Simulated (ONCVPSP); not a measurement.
**calcium: one change to an ONCV potential, before and after**

```
Element                 : calcium (Ca)
Generator               : ONCVPSP 4.0.1
Type                    : optimised norm-conserving Vanderbilt (ONCV)
Functional              : LDA (Perdew-Zunger)
Relativity              : scalar-relativistic
Frozen core             : [Ne]
Valence charge          : 10
Reference configuration : 3s2 3p6 4s2
Partial waves           : 3s+4s: rc 1.50 bohr, ncon 4, nbas 7, qcut 9 1/bohr, 2 projectors; 3p: rc 1.50 bohr, ncon 4, nbas 9, qcut 9.9 1/bohr, 2 projectors, debl 2.2 Ha; d scattering state at 0.15 Ha: rc 1.30 bohr, ncon 4, nbas 7, qcut 8 1/bohr, 2 projectors, debl 0.6 Ha
Local potential         : polynomial inside 1.20 bohr (lpopt 2, dvloc0 0 Ha)
Core correction         : Teter function, fcfact 3, rcfact 1.5
```

In the d channel the program set the typed energies aside and used 0.050, 0.650 Ha.

All-electron outer shells of the reference configuration (LDA (Perdew-Zunger), scalar-relativistic, ld1.x):

| shell | level (eV) | outermost node (bohr) | outermost maximum (bohr) |
| --- | --- | --- | --- |
| 3s | -46.82 | 0.45 | 0.99 |
| 3p | -27.98 | 0.42 | 1.04 |
| 4s | -3.87 | 1.43 | 3.33 |

Change: all radii but the core radius scaled by about 1.19 (s 1.78, p 1.78, d 1.54 bohr); local potential polynomial inside 1.42 bohr (lpopt 2, dvloc0 0 Ha).

Cutoffs: the cutoffs (Ha) at which the residual kinetic energy of the hardest occupied pseudo-wave falls to 1 and 0.1 mHa per electron; they do not see the model core or the augmentation charge, which bear on the density cutoff. Errors are all-electron minus pseudo energies relative to the spin-unpolarised reference configuration.

Q: What does the change do?

A: The potential gets softer (25 Ha and 30 Ha → 22 Ha and 27 Ha); of the 4 tests that both files solve, the error grows in 2 and shrinks in 0 by more than 15 % and 0.3 meV (median size 0.2 → 0.5 meV); neither file shows a bound ghost. A larger radius leaves more room for a smooth pseudo-wave, so fewer plane waves are needed.

```tsv
quantity	base	changed
cutoff, loose	25 Ha	22 Ha
cutoff, tight	30 Ha	27 Ha
loose cutoff by channel	s 25 Ha, p 14 Ha	s 22 Ha, p 15 Ha
bound ghosts	none	none
GHOST(+) flags under 300 eV	none	none
error for 3s2 3p6 4s1, meV [ΔE 6.46 eV]	-0.2	-0.2
error for 3s2 3p6 4s0, meV [ΔE 18.41 eV]	-0.5	-0.8
error for 3s2 3p6 4s1.5, meV [ΔE 2.57 eV]	-0.1	-0.1
error for 3s2 3p6 3d0.5 4s1.5, meV [ΔE 1.02 eV]	+0.1	+0.7
rms error of d²Exc/dni dnj with the model core, mHa	0.31	0.20
```
